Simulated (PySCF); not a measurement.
Question: What does the PBE0-D3(BJ)/def2-SVP structure of `CB(C)c1cc(B(Cl)Cl)cs1` look like in three dimensions?

Answer: 
```xyz
19
C6H8B2Cl2S angstrom
C     -1.834   -0.997    0.068
B     -0.921    0.279   -0.072
C     -1.507    1.737   -0.185
C      0.625    0.111   -0.101
C      1.603    1.079   -0.216
C      2.943    0.587   -0.210
B      4.213    1.441   -0.331
Cl     5.811    0.711   -0.310
Cl     4.108    3.187   -0.497
C      2.950   -0.798   -0.086
S      1.390   -1.451    0.017
H     -1.583   -1.551    0.990
H     -2.911   -0.779    0.082
H     -1.636   -1.703   -0.758
H     -2.605    1.778   -0.157
H     -1.119    2.374    0.629
H     -1.169    2.217   -1.120
H      1.367    2.141   -0.305
H      3.831   -1.440   -0.054
```

Any rigid rotation of these coordinates is as good. Atoms count from 1 in this order. Of the pairs four or more bonds apart, Cl8···H19 is among the closest relative to their van der Waals radii: 2.93 Å, 99 % of the sum of Bondi's values. B7 (three-coordinate boron) is planar (angles 121.3°, 120.7° and 117.9°, sum 360.0°, 0.00 Å off the plane of its three neighbours). The C–C distances run from 1.380 Å (C4–C5, aromatic) to 1.427 Å (C5–C6, aromatic), a spread of 0.047 Å. B2 (three-coordinate boron) is planar (angles 122.7°, 119.3° and 117.9°, sum 360.0°, 0.00 Å off the plane of its three neighbours).

Bonds between heavy atoms (Å): C1–B2 1.575, B2–C3 1.575, B2–C4 1.556, C4–C5 1.380, C5–C6 1.427, C6–B7 1.535, B7–Cl8 1.758, B7–Cl9 1.756, C6–C10 1.390, C10–S11 1.694, C4–S11 1.743.

Computed, not measured: PySCF 2.14.0, PBE0-D3(BJ)/def2-SVP geometry optimisation, gas phase.

Point group: Cs (every atom within 0.08 Å of its image). Stationary, but not proved a minimum.
